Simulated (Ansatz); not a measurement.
Consider the cleavage of the B–Si bond: `B[SiH](N)P` + `C1N[SiH2]1` → `BN1C[SiH2]1` + `N[SiH2]P`.

Computed with Ansatz on PBE0-D4/def2-TZVP structures; ΔE is electronic, products minus reactants. CBS: MP2 limit from def2 TZ/QZ plus the TZ coupled-cluster correction, frozen cores. Functionals use def2-TZVPP. B3LYP here is the variant with VWN-RPA as its local correlation; programs differ in this. One conformer a species, not always the lowest.

```json
{"level": "LDA (SPW92)", "ΔE (kJ/mol)": "-117.1", "difference from CCSD(T)/CBS": "35.5"}
{"level": "PBE-D4", "ΔE (kJ/mol)": "-125.4", "difference from CCSD(T)/CBS": "27.2"}
{"level": "PBE0-D4", "ΔE (kJ/mol)": "-136.6", "difference from CCSD(T)/CBS": "16.0"}
{"level": "r2SCANh-D4", "ΔE (kJ/mol)": "-141.6", "difference from CCSD(T)/CBS": "11.0"}
{"level": "PBE0", "ΔE (kJ/mol)": "-138.3", "difference from CCSD(T)/CBS": "14.3"}
{"level": "B3LYP", "ΔE (kJ/mol)": "-164.5", "difference from CCSD(T)/CBS": "-11.9"}
{"level": "HF/def2-TZVPP", "ΔE (kJ/mol)": "-210.6", "difference from CCSD(T)/CBS": "-58.0"}
{"level": "HF/def2-QZVPP", "ΔE (kJ/mol)": "-211.0", "difference from CCSD(T)/CBS": "-58.4"}
{"level": "SCS-MP2/def2-QZVPP", "ΔE (kJ/mol)": "-167.6", "difference from CCSD(T)/CBS": "-15.0"}
{"level": "CCSD/CBS(def2)", "ΔE (kJ/mol)": "-161.8", "difference from CCSD(T)/CBS": "-9.2"}
{"level": "CCSD(T)/CBS", "ΔE (kJ/mol)": "-152.6", "difference from CCSD(T)/CBS": "0"}
```

Largest T1 diagnostic among the species: 0.016.

From r2SCAN to r2SCAN0 (25 % exact exchange), in def2-TZVPP and without D4, ΔE moves by −7.2 kJ/mol. In def2-TZVPP, CCSD(T) changes the Hartree–Fock value by +55.8 kJ/mol (the triples alone add +9.2 kJ/mol) and MP2 by +54.1 kJ/mol. Leaving LDA and LC-ωPBE aside and taking each functional with its dispersion term where it has one, the values, not all of them listed here, spread over 50.4 kJ/mol, from BHLYP-D4 to PBE-D4. LDA lies +10.3 kJ/mol from PBE without D4.
